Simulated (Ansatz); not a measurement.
System (SMILES): [AlH] (AlH) (closed-shell singlet).
Atoms: Al1, H2. Bonds: Al1-H2.

Basis-set convergence of the optimised Al1-H2 bond length at CCSD(T) with Ansatz (a first-principles code). The reference of a correlated method is not its basis-set limit, which lies further on. All functions are spherical. Cores are frozen. A restricted Hartree-Fock determinant is unstable towards unrestricted orbitals. No added dispersion term, no relativity. Reference: the value in aug-pcseg-3, 1.6505 Å, itself unsure by roughly 0.0002 Å (its mean distance from aug-cc-pV(Q+d)Z, def2-QZVPPD, pcseg-3). Deviations are taken from unrounded values. Cost is core time over that of def2-TZVPP, rough, on shared machines of one kind; a dash marks a row that isn't timed (too short, read off another run, short of memory, by another algorithm or on other hardware). It counts the whole optimisation.

| basis | functions | optimised Al1-H2 bond length (Å) | minus reference (Å) | cost |
|---|---|---|---|---|
| pcseg-0 | 15 | 1.6982 | 0.0478 | - |
| def2-SV(P) | 20 | 1.6687 | 0.0183 | - |
| pcseg-1 | 23 | 1.6535 | 0.0031 | - |
| cc-pV(D+d)Z | 28 | 1.6526 | 0.0022 | - |
| def2-SVPD | 32 | 1.6540 | 0.0036 | - |
| 6-311++G(2d,2p) | 45 | 1.6523 | 0.0018 | 0.5× |
| pcseg-2 | 48 | 1.6454 | -0.0051 | 0.5× |
| cc-pV(T+d)Z | 53 | 1.6522 | 0.0017 | 0.6× |
| def2-TZVPP | 56 | 1.6510 | 0.0006 | 1× |
| 6-311++G(3df,3pd) | 65 | 1.6509 | 0.0004 | 1× |
| def2-QZVPPD | 109 | 1.6503 | -0.0002 | 4× |
| aug-cc-pV(Q+d)Z | 135 | 1.6507 | 0.0002 | 10× |
| aug-pcseg-3 | 138 | 1.6505 | 0.0000 | 10× |
